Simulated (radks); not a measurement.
All-electron atom: Li in [He] 2p1 (not the ground configuration).

Calculated with a radial shooting solver on a logarithmic mesh with Libxc functionals: non-relativistic Kohn-Sham, exchange-only B88, spin-polarised, spherical densities, point nucleus; open shells are filled with parallel spins first.

Energy parts (hartree):
part                 energy
total              -7.36117
kinetic             7.36117
electron-nucleus  -16.89515
Hartree             3.90693
exchange           -1.73411

Orbitals (lengths in bohr, moments of r in powers of bohr; r(max) is where P^2 peaks):
| orbital | occ. | eigenvalue (hartree) | r(max) | <r^2> | <r> |
|---|---|---|---|---|---|
| 1s up | 1 | -1.93107 | 0.3600 | 0.4653 | 0.5815 |
| 1s down | 1 | -1.92770 | 0.3597 | 0.4605 | 0.5791 |
| 2p up | 1 | -0.05771 | 3.741 | 28.19 | 4.790 |

The highest occupied level is 2p up at -1.570 eV. The spin density at the nucleus is -0.02892 e/bohr^3 (1s -0.02892), a Fermi contact field of -1.52 T. The density falls to 0.001 e/bohr^3 at r = 3.95 bohr. Virial ratio -V/T = 2.00000. The electron density at the nucleus is 13.95 e/bohr^3. Spin moment in Bohr magnetons: 1.

Run on one thread of a shared host, so times are rough (Intel(R) Xeon(R) Platinum 8375C CPU @ 2.90GHz): 0.05 s of CPU time, 0.05 s wall, 14 iterations on 2496 mesh points.
